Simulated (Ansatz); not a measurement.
Basis sets compared for Ge₁₄SbH₂₄⁺, a doped nanocrystal (Sb at the centre, charge +1). The state is a singlet with charge 1. Geometry PBE-D4/def2-SVP. Ansatz on 4 threads of AMD EPYC 7R13 on a shared host and a share (37 GiB) of an NVIDIA H100 80GB HBM3; times are rough, and most runs start from earlier orbitals.

```tsv
atom	x (Å)	y (Å)	z (Å)
Ge1	2.212	3.640	-1.181
Ge2	3.408	1.609	-1.874
Ge3	4.590	0.600	0.019
Ge4	-1.698	-2.363	-1.541
Ge5	1.837	-0.065	-2.732
Ge6	-4.268	-0.575	1.003
Ge7	-3.211	-2.698	0.358
Ge8	-1.164	1.714	-0.149
Ge9	-3.552	1.253	-0.453
Ge10	-0.189	3.443	-1.586
Ge11	-1.883	-3.612	2.200
Ge12	1.375	-1.420	1.337
Ge13	-0.374	-1.860	2.997
Ge14	3.001	0.338	1.859
Sb15	0.082	-0.543	-0.804
H16	2.784	4.860	-1.952
H17	2.439	3.842	0.343
H18	4.376	1.918	-3.052
H19	5.152	-0.793	-0.372
H20	5.749	1.538	0.453
H21	-0.820	-3.593	-1.897
H22	-2.339	-1.775	-2.826
H23	2.459	-1.463	-2.998
H24	0.969	0.372	-3.943
H25	-5.810	-0.730	0.940
H26	-3.842	-0.242	2.459
H27	-4.281	-3.714	-0.135
H28	-0.762	1.873	1.348
H29	-4.325	2.568	-0.168
H30	-3.721	0.869	-1.948
H31	-0.944	4.769	-1.303
H32	-0.470	2.991	-3.045
H33	-1.045	-4.826	1.715
H34	-2.835	-4.048	3.346
H35	2.044	-2.722	0.806
H36	0.331	-2.232	4.330
H37	-1.136	-0.517	3.183
H38	3.688	-0.045	3.199
H39	2.175	1.640	2.066
```

In the def2 sets Sb takes a core potential; there is no spin–orbit coupling. Single mean-field runs in def2-SVP, def2-TZVP are fitted with def2-universal-jkfit.

| level | functions | energy (Eh) | HOMO (eV) | LUMO (eV) | wall time |
| --- | --- | --- | --- | --- | --- |
| PBE-D4/def2-SVP | 594 | -29324.7407 | -9.07 | -5.50 | 3.8 s |
| PBE0-D4/def2-SVP | 594 | -29325.5489 | -10.00 | -4.81 | 6 s |

**Question.** Estimate the rows for PBE-D4/def2-TZVP (with forces), PBE0-D4/def2-TZVP.

**Answer.** 
| level | functions | energy (Eh) | HOMO (eV) | LUMO (eV) | wall time |
| --- | --- | --- | --- | --- | --- |
| PBE-D4/def2-TZVP (with forces) | 866 | -29328.4206 | -9.07 | -5.54 | 6.5 s |
| PBE0-D4/def2-TZVP | 866 | -29329.2142 | -9.96 | -4.81 | 7 s |
